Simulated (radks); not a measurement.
Problem. These are the eigenvalues of the occupied orbitals of an atom or ion with whole-number occupations (Ry). Method: Dirac Kohn-Sham, PBE, spin-unpolarised, spherical densities, point nucleus; computed with a radial shooting solver on a logarithmic mesh with Libxc functionals.

| orbital | eigenvalue |
|---|---|
| 1s1/2 | -3552.056 |
| 2s1/2 | -583.3786 |
| 2p1/2 | -553.4320 |
| 2p3/2 | -505.8005 |
| 3s1/2 | -128.7250 |
| 3p1/2 | -115.8022 |
| 3p3/2 | -106.0922 |
| 3d3/2 | -83.75012 |
| 3d5/2 | -81.63753 |
| 4s1/2 | -25.91775 |
| 4p1/2 | -20.92735 |
| 4p3/2 | -18.78545 |
| 4d3/2 | -10.57624 |
| 4d5/2 | -10.19202 |
| 5s1/2 | -3.73642 |
| 5p1/2 | -2.40136 |
| 5p3/2 | -2.12193 |
| 4f5/2 | -0.67906 |
| 4f7/2 | -0.63367 |
| 6s1/2 | -0.62656 |

Which element is it, and in what charge state? The configuration may be excited. Open shells, if any, are shared by 2j + 1.

Solution. Z = 63, europium, charge +1: Eu+ in [Xe] 4f7 6s1. The list shows which subshells hold electrons but not how many an open one holds; the 1s level, -1776 hartree, gives Z - s = 59.6 by -(Z - s)^2/2, which with screening and relativity narrows Z to a few neighbours, and the depths of the outer levels then fix element, charge and occupations together.
